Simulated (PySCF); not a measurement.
LaN at RHF-CCSD(T)

Level: RHF-CCSD(T). basis La x2c-TZVPall, N x2c-TZVPall; spin-free X2C with a Gaussian nucleus; PySCF 2.14.

- state: singlet, about 0.1 electrons in the 4f shell (Mulliken)
- bond length: 1.831 Å
- harmonic wavenumber: 834 cm⁻¹
- force constant: 5.21 mdyn/Å
- rotational constant Be: 0.3955 cm⁻¹
- anharmonicity ωexe: 3.23 cm⁻¹
- vibration–rotation constant αe: 0.00214 cm⁻¹
- well depth De to La (5d1 6s2) + N: 494 kJ/mol
- dissociation energy D0: 489 kJ/mol

Correlated steps freeze 19 core orbitals. These are scalar-relativistic numbers at best; spin–orbit coupling would shift them, the dissociation energy most. Where the molecule has an RHF reference, its open-shell atoms are computed with UHF.
